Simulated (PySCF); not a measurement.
FH6N3Si. Atoms are numbered in the order given.

```xyz
11

N     -0.7498    -0.3092     1.5147
Si    -0.0017     0.0037     0.0000
N      0.3736     1.6652     0.0000
N     -0.7498    -0.3092    -1.5147
F      1.2379    -1.0581     0.0000
H     -0.7394    -1.2481     1.8944
H     -1.5778     0.1987     1.7997
H      0.6999     2.1211    -0.8427
H      0.6999     2.1211     0.8427
H     -1.5778     0.1987    -1.7997
H     -0.7394    -1.2481    -1.8944
```

Coordinates come from a PBE0-D3(BJ)/def2-SVP optimisation. One conformer was computed; it need not be the lowest.

All values below come from PBE/def2-TZVP (PySCF).

Symmetry labels are those of the subgroup Cs that the program uses (full group Cs).

Computed valence orbital energies around the gap with their symmetry:
```json
[
 {"orbital": "HOMO−7", "symmetry": "A'", "energy (eV)": "-10.42"},
 {"orbital": "HOMO−6", "symmetry": "A\"", "energy (eV)": "-10.33"},
 {"orbital": "HOMO−5", "symmetry": "A'", "energy (eV)": "-10.03"},
 {"orbital": "HOMO−4", "symmetry": "A'", "energy (eV)": "-8.95"},
 {"orbital": "HOMO−3", "symmetry": "A\"", "energy (eV)": "-8.76"},
 {"orbital": "HOMO−2", "symmetry": "A'", "energy (eV)": "-6.65"},
 {"orbital": "HOMO−1", "symmetry": "A'", "energy (eV)": "-6.18"},
 {"orbital": "HOMO", "symmetry": "A\"", "energy (eV)": "-5.57"},
 {"orbital": "LUMO", "symmetry": "A'", "energy (eV)": "-0.07"},
 {"orbital": "LUMO+1", "symmetry": "A\"", "energy (eV)": "0.99"},
 {"orbital": "LUMO+2", "symmetry": "A'", "energy (eV)": "1.06"},
 {"orbital": "LUMO+3", "symmetry": "A'", "energy (eV)": "1.86"}
]
```
